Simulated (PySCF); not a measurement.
SMILES CCOB(OCC)C at its GFN2-xTB optimised geometry (Å):

```
21

B     -1.1438     1.2637     0.0000
C     -2.0419     2.5844     0.0000
H     -1.8393     3.2000    -0.8739
H     -1.8397     3.1994     0.8744
H     -3.0984     2.3394    -0.0003
O     -1.7809     0.0739     0.0041
C     -1.0975    -1.1653     0.0100
C     -2.0026    -2.2392     0.5980
H     -0.8272    -1.4198    -1.0226
H     -0.1729    -1.0755     0.5907
H     -2.9184    -2.3106     0.0175
H     -1.4950    -3.2000     0.5846
H     -2.2631    -1.9877     1.6228
O      0.2194     1.2637     0.0000
C      1.0066     2.4317     0.0097
C      2.4796     2.0439     0.0050
H      0.7743     3.0420    -0.8729
H      0.7757     3.0277     0.9025
H      2.7054     1.4546    -0.8797
H      3.0984     2.9371     0.0067
H      2.7105     1.4485     0.8844
```

Method: PySCF with PBE0/def2-SVP.

Map of the HOMO amplitude (bohr^(-3/2)) on the plane z = 1.2 Å; orbital energy -7.88 eV, overall sign arbitrary:

```
|33333333333333333333333333333|
|33333333333333333333333333333|
|33333333333333333333333333333|
|33333333333333344433333333333|
|33333333333333445443333333333|
|33333333222334567654333333333|
|33333333222334579854333333333|
|33333333222334579754333333333|
|33333333333333356643333333333|
|33333333333322223433222333333|
|33333333344321001232212233333|
|33333333455421001222212233333|
|33333334566531001222222233333|
|33333344677542112223223333333|
|33333345677542222233333333333|
|33333334566432122233333333333|
|33333334444310012233333333333|
|33333334432100012233333333333|
|33333334432110112233333333333|
|33333344553222222333333333333|
|33333344664322223333333333333|
|33333334554333333333333333333|
|33333334444433333333333333333|
|33333333444333333333333333333|
|33333333333333333333333333333|
|33333333333333333333333333333|
|33333333333333333333333333333|
|33333333333333333333333333333|
|33333333333333333333333333333|
```
Scale: ten equal steps from -0.042 (start of '0') to 0.080 (end of '9'), in the order '0123456789'; x runs from -5.50 to 5.50, y from -5.50 (bottom) to 5.50 (top).
